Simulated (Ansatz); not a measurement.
`C=C[CH2][GeH2][F]`. Charge 0, multiplicity 1.

Z-matrix (Å, degrees):
```
C
C 1 1.487
Ge 1 1.956 2 111.3
H 1 1.094 2 111.5 3 -118.5
H 1 1.094 2 111.6 3 120.6
C 2 1.327 1 125.1 3 -109.6
H 2 1.088 1 115.9 3 68.6
F 3 1.748 1 105.7 2 -59.6
H 3 1.539 1 113.4 2 -174.8
H 3 1.536 1 112.9 2 55.6
H 6 1.086 2 121.6 1 -1.7
H 6 1.083 2 121.3 1 178.5
```

List the harmonic frequencies (cm⁻¹, unscaled) at PBE0-D4/def2-TZVP in Ansatz. (An estimate is asked.)

Ansatz gave: 50, 89, 149, 259, 391, 488, 557, 645, 679, 709, 771, 829, 865, 942, 954, 1031, 1067, 1178, 1218, 1329, 1426, 1458, 1716, 2152, 2170, 3057, 3112, 3151, 3163, 3243.

Is this a minimum?

Yes, all 30 modes are real.

Give the ideal-gas thermochemistry at 298.15 K and 1 bar (rigid rotor, harmonic oscillator; point group C1, symmetry number 1).

Zero-point energy 232.4 kJ/mol; H(298) − E = 253.4 kJ/mol; entropy 356.0 J/(mol·K), of which translation 170.0, rotation 114.2, vibration 71.8; G(298) − E = 147.3 kJ/mol. Modes under 100 cm⁻¹ are hindered rotations or soft bends, so the harmonic entropy is rough.

And at 400, 500, 600, 800 and 1000 K?


| T (K) | H − E (kJ/mol) | S (J/mol/K) | G − E (kJ/mol) |
| --- | --- | --- | --- |
| 400 | 265.9 | 391.9 | 109.2 |
| 500 | 280.6 | 424.5 | 68.3 |
| 600 | 297.1 | 454.5 | 24.3 |
| 800 | 334.4 | 508.1 | -72.1 |
| 1000 | 376.1 | 554.5 | -178.4 |
